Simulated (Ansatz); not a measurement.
C$_{2}$H$_{8}$GeS$_{2}$, SMILES `C[S][GeH2][S]C` at its PBE0-D4/def2-TZVP geometry, where that method's forces vanish. The species carries charge 0 and has multiplicity 1.

```json
{"atom": "C1", "x (Å)": "-1.0321", "y (Å)": "-1.1622", "z (Å)": "-1.6542"}
{"atom": "S2", "x (Å)": "-1.7866", "y (Å)": "-0.3402", "z (Å)": "-0.2245"}
{"atom": "Ge3", "x (Å)": "-0.2220", "y (Å)": "-0.7454", "z (Å)": "1.2872"}
{"atom": "S4", "x (Å)": "1.7157", "y (Å)": "0.1020", "z (Å)": "0.6355"}
{"atom": "C5", "x (Å)": "1.2350", "y (Å)": "1.8436", "z (Å)": "0.4774"}
{"atom": "H6", "x (Å)": "-1.0204", "y (Å)": "-2.2444", "z (Å)": "-1.5241"}
{"atom": "H7", "x (Å)": "-0.0180", "y (Å)": "-0.7971", "z (Å)": "-1.8186"}
{"atom": "H8", "x (Å)": "-1.6462", "y (Å)": "-0.9152", "z (Å)": "-2.5198"}
{"atom": "H9", "x (Å)": "-0.7259", "y (Å)": "-0.0820", "z (Å)": "2.5794"}
{"atom": "H10", "x (Å)": "0.0304", "y (Å)": "-2.2529", "z (Å)": "1.4530"}
{"atom": "H11", "x (Å)": "2.0773", "y (Å)": "2.3625", "z (Å)": "0.0206"}
{"atom": "H12", "x (Å)": "1.0326", "y (Å)": "2.2853", "z (Å)": "1.4532"}
{"atom": "H13", "x (Å)": "0.3602", "y (Å)": "1.9458", "z (Å)": "-0.1651"}
```

(1) For each bond, give half the difference of the two atoms' forces along it (eV/Å; positive pushes the atoms apart) under PBE-D4, r2SCAN-D4, B3LYP-D4, ωB97M-V in def2-TZVPP. (Estimate.)

## Answers

(1) Computed: 
```
   bond  length (Å)  PBE-D4  r2SCAN-D4  B3LYP-D4  ωB97M-V
  C1–S2       1.814    0.15       0.19      0.29     0.15
  C1–H6       1.090    0.10      -0.04     -0.08    -0.07
  C1–H7       1.090    0.10      -0.04     -0.09    -0.08
  C1–H8       1.090    0.11      -0.04     -0.09    -0.07
 S2–Ge3       2.213    0.16       0.04      0.19     0.02
 Ge3–S4       2.213    0.16       0.04      0.19     0.02
 Ge3–H9       1.537    0.06      -0.05     -0.08    -0.09
Ge3–H10       1.537    0.06      -0.05     -0.08    -0.09
  S4–C5       1.814    0.15       0.19      0.29     0.15
 C5–H11       1.090    0.11      -0.04     -0.09    -0.07
 C5–H12       1.090    0.10      -0.04     -0.08    -0.07
 C5–H13       1.090    0.10      -0.04     -0.09    -0.08
```

B3LYP here is the variant with VWN-RPA as its local correlation; programs differ in this.
